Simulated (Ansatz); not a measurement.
Z-matrix (Å, degrees):
```
C
Si 1 1.860
H 1 1.091 2 109.8
H 1 1.092 2 110.7 3 -119.8
H 1 1.093 2 110.5 3 120.0
C 2 1.902 1 109.5 3 56.1
H 2 1.485 1 112.2 3 -61.6
H 2 1.490 1 111.5 3 176.1
S 6 1.719 2 115.2 1 129.6
S 6 1.627 2 118.6 1 -50.9
H 9 1.350 6 97.4 2 178.5
```

Charge 0, multiplicity 1.

Task: List the r2SCAN/def2-TZVPP orbital energies in eV (the Gaussian-basis code of Ansatz). (Estimate.)

Result: Ansatz gave: Occupied: -2410.29, -2408.81, -1791.17, -275.43, -272.89, -214.69, -213.23, -158.78, -158.66, -158.59, -157.29, -157.27, -157.07, -141.63, -96.51, -96.48, -96.46, -21.93, -19.06, -18.42, -15.08, -12.78, -11.24, -10.80, -10.64, -9.91, -9.52, -8.66, -8.50, -8.31, -6.66, -5.50. Lowest empty: -3.18, -0.89, 0.53, 0.66, 0.99, 1.68, 1.99, 2.26.
